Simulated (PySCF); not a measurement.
Species: C7H10O.
SMILES: `[C@]12(CC[C@@H](C1)C2)C=O`

The closed-shell SCF was solved with PySCF and density fitting under several settings on one GFN2-xTB geometry (grid level 2 and gas phase unless stated).

| settings | basis functions | SCF cycles | E (Eh) | HOMO (eV) | LUMO (eV) | dipole (D) |
| --- | --- | --- | --- | --- | --- | --- |
| PBE0/pcSseg-1 | 186 | 14 | -347.4962 | -7.26 | -0.73 | 3.01 |
| PBE0/def2-SVPD | 243 | 14 | -347.3083 | -7.33 | -0.88 | 3.16 |
| BHandHLYP/pcSseg-1 | 186 | 13 | -347.6827 | -8.82 | 0.53 | 3.15 |
| PBE0/6-31++G**, start guess sap, damping 0.2 at the start, DIIS from the seventh cycle | 204 | 23 | -347.5581 | -7.26 | -0.84 | 3.16 |
| HCTH407/STO-3G | 50 | 12 | -343.7062 | -2.82 | 0.83 | 1.73 |

Q: Estimate the rows for these settings: (1) wB97X/6-311G**, IEF-PCM dimethylsulfoxide, damping 0.3 at the start, DIIS from the seventh cycle; (2) PBE0/MINI, start guess huckel.

A: 
```json
{"settings": "wB97X/6-311G**, IEF-PCM dimethylsulfoxide, damping 0.3 at the start, DIIS from the seventh cycle", "basis functions": "204", "SCF cycles": "13", "E (Eh)": "-347.9530", "HOMO (eV)": "-9.73", "LUMO (eV)": "1.67", "dipole (D)": "3.76"}
{"settings": "PBE0/MINI, start guess huckel", "basis functions": "50", "SCF cycles": "14", "E (Eh)": "-344.8225", "HOMO (eV)": "-8.57", "LUMO (eV)": "-2.13", "dipole (D)": "2.14"}
```

Q: Over all rows, what range does the HOMO–LUMO gap span?

A: From 3.65 eV (HCTH407/STO-3G) to 11.40 eV (wB97X/6-311G**, IEF-PCM dimethylsulfoxide, damping 0.3 at the start, DIIS from the seventh cycle). The functional of the narrowest has no exact exchange, that of the widest range-separated exact exchange.

Q: Compare two rows with the functional PBE0: PBE0/6-31++G**, start guess sap, damping 0.2 at the start, DIIS from the seventh cycle and PBE0/pcSseg-1. Which energy is lower, and by how much?

A: PBE0/6-31++G**, start guess sap, damping 0.2 at the start, DIIS from the seventh cycle (204 functions) lies 0.0619 Eh or 39 kcal/mol below PBE0/pcSseg-1 (186 functions).

Cycle counts include a coarse-grid stage where the run had one. All basis functions are spherical, in the Pople sets too. Geometry: GFN2-xTB, one conformer.
